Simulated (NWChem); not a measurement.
System: AlI₂ cation; SMILES [I][Al+][I]

NWChem input:

```
start job
memory heap 200 mb stack 900 mb global 1100 mb
charge 1
geometry units angstroms
  Al     0.000015     0.000008     0.000009
  I     -0.189342     1.938273    -1.525462
  I      0.189342    -1.938273     1.525462
end
basis spherical
  * library def2-svp
end
ecp
  I library def2-ecp
end
dft
  xc pbe0
  iterations 150
end
driver
  maxiter 120
end
task dft optimize
dft
  grid fine
  convergence energy 1d-8 density 1d-7
end
task dft freq numerical
```

Excerpt of the output:

```
             Northwest Computational Chemistry Package (NWChem) 7.3.0
             --------------------------------------------------------

 ORDER OF PRIMARY AXIS IS BEING SET TO 4
 D4H symmetry detected

 AUTOZ failed to generate good internal coordinates.
 Cartesian coordinates will be used in optimizations.

                             Geometry "geometry" -> ""
                             -------------------------

 Output coordinates in angstroms (scale by  1.889725989 to convert to a.u.)

  No.       Tag          Charge          X              Y              Z
 ---- ---------------- ---------- -------------- -------------- --------------
    1 Al                  13.0000     0.00000000     0.00000000     0.00000000
    2 I                   53.0000     0.00000000     0.00000000     2.47382031
    3 I                   53.0000     0.00000000     0.00000000    -2.47382031

 Effective nuclear repulsion energy (a.u.)     595.2072141443

      Symmetry information
      --------------------

 Group name             D4h
 Group number             28
 Group order              16
 No. of unique centers     2

                           NWChem Geometry Optimization
                           ----------------------------

 maximum gradient threshold         (gmax) =   0.000450
 rms gradient threshold             (grms) =   0.000300
 maximum cartesian step threshold   (xmax) =   0.001800
 rms cartesian step threshold       (xrms) =   0.001200
 fixed trust radius                (trust) =   0.300000
 source of zmatrix                         =

          -------------------
          Energy Minimization
          -------------------

 Using diagonal initial Hessian

          --------
          Step   0

                                 NWChem DFT Module
                                 -----------------

 Summary of "ao basis" -> "ao basis" (spherical)
 ------------------------------------------------------------------------------
       Tag                 Description            Shells   Functions and Types
 ---------------- ------------------------------  ------  ---------------------
 Al                         def2-svp                 8       18   4s3p1d
 I                          def2-svp                10       26   4s4p2d

      Symmetry analysis of basis
      --------------------------

        a1g        15
        a1u         0
        a2g         0
        a2u        13
        b1g         3
        b1u         2
        b2g         3
        b2u         2
        eg         14
        eu         18

[...]

      ----------------------
      Optimization converged
      ----------------------

  Step       Energy      Delta E   Gmax     Grms     Xrms     Xmax
  ---- ---------------- -------- -------- -------- -------- --------
@    3    -837.48149708 -1.1D-08  0.00000  0.00000  0.00006  0.00013
                                     ok       ok       ok       ok

                         Geometry "geometry" -> "geometry"
                         ---------------------------------

 Output coordinates in angstroms (scale by  1.889725989 to convert to a.u.)

  No.       Tag          Charge          X              Y              Z
 ---- ---------------- ---------- -------------- -------------- --------------
    1 Al                  13.0000     0.00000000     0.00000000     0.00000000
    2 I                   53.0000     0.00000000     0.00000000     2.36133062
    3 I                   53.0000     0.00000000     0.00000000    -2.36133062

 Effective nuclear repulsion energy (a.u.)     623.5618523870

      Symmetry information
      --------------------

 Group name             D4h
 Group number             28
 Group order              16
 No. of unique centers     2

[...]

 Rotational Constants
 --------------------
 A=   0.000000 cm-1  (  0.000000 K)
 B=   0.011912 cm-1  (  0.017139 K)
 C=   0.011912 cm-1  (  0.017139 K)

 Temperature                      =   298.15K
 frequency scaling parameter      =   1.0000

 Linear Molecule

 Zero-Point correction to Energy  =    1.366 kcal/mol  (  0.002177 au)
 Thermal correction to Energy     =    4.256 kcal/mol  (  0.006783 au)
 Thermal correction to Enthalpy   =    4.849 kcal/mol  (  0.007727 au)

 Total Entropy                    =   72.674 cal/mol-K
   - Translational                =   42.776 cal/mol-K (mol. weight = 280.7823)
   - Rotational                   =   20.004 cal/mol-K (symmetry #  =        2)
   - Vibrational                  =    9.894 cal/mol-K

 Cv (constant volume heat capacity) =   11.798 cal/mol-K
   - Translational                  =    2.979 cal/mol-K
   - Rotational                     =    1.986 cal/mol-K
   - Vibrational                    =    6.832 cal/mol-K

[normal modes left out]

 ----------------------------------------------------------------------------
 Normal Eigenvalue ||           Projected Infra Red Intensities
  Mode   [cm**-1]  || [atomic units] [(debye/angs)**2] [(KM/mol)] [arbitrary]
 ------ ---------- || -------------- ----------------- ---------- -----------
    1       -0.000 ||    0.003559           0.082         3.470       1.543
    2        0.000 ||    0.001690           0.039         1.648       0.733
    3        0.000 ||    0.001690           0.039         1.648       0.733
    4        0.000 ||    0.001870           0.043         1.823       0.811
    5        0.000 ||    0.001870           0.043         1.823       0.811
    6       94.968 ||    0.020296           0.468        19.786       8.797
    7       94.968 ||    0.020296           0.468        19.786       8.797
    8      181.641 ||    0.000000           0.000         0.000       0.000
    9      584.516 ||    0.156381           3.608       152.448      67.778
 ----------------------------------------------------------------------------
```

Level: PBE0/def2-SVP with def2 effective core potentials on I. def2 effective core potentials on I; no spin-orbit coupling.
